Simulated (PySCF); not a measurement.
ClSe, doublet (typed; the unrestricted solution is spin-contaminated), at a GFN2-xTB geometry (the spin is typed, not shown lowest), with bond 1-2 at 2.0 times its length. Base run: R2SCAN/def2-TZVP in PySCF.

Input for PySCF:
```python
from pyscf import gto, scf, dft

mol = gto.Mole()
mol.atom = '''
    Se    0.000000    0.000000   -2.814011
    Cl    0.000000    0.000000    1.407005
'''
mol.basis = 'def2-tzvp'
mol.charge = 0
mol.spin = 1
mol.verbose = 4
mol.build()

mf = dft.UKS(mol)
mf.xc = 'r2scan'
mf.kernel()
```

The base run was repeated with changes; each row names its change, and settings that it needs were set with it.

```
change                                                                            ΔE vs base (mEh)               outcome
--------------------------------------------------------------------------------  ----------------  --------------------
base                                                                                         0.000             converged
conv_tol_grad = 1e-7                                                                             -         not converged
diis = off; damp = 0.6 (with mf.diis_start_cycle = 200; with mf.max_cycle = 150)                 -         not converged
conv_tol_grad = 1e-3                                                                         0.000             converged
conv_tol = 1e-11                                                                                 -         not converged
conv_tol = 1e-12                                                                                 -         not converged
DIIS = EDIIS                                                                                     -         not converged
diis_space = 12                                                                                  -         not converged
init_guess = sap                                                                            -2.414  another SCF solution
diis = off (with mf.max_cycle = 100)                                                             -         not converged
diis_space = 2                                                                                   -         not converged
diis_space = 4                                                                                   -         not converged
init_guess = 1e                                                                                  -         not converged
```

A guess, shift, damping, solver or small numerical setting can't move a converged solution much, so rows marked as another SCF solution ended in a different state.

Open shells are given as the SCF converged; they aren't shown to be the lowest states, and a large step between rows can be another state.
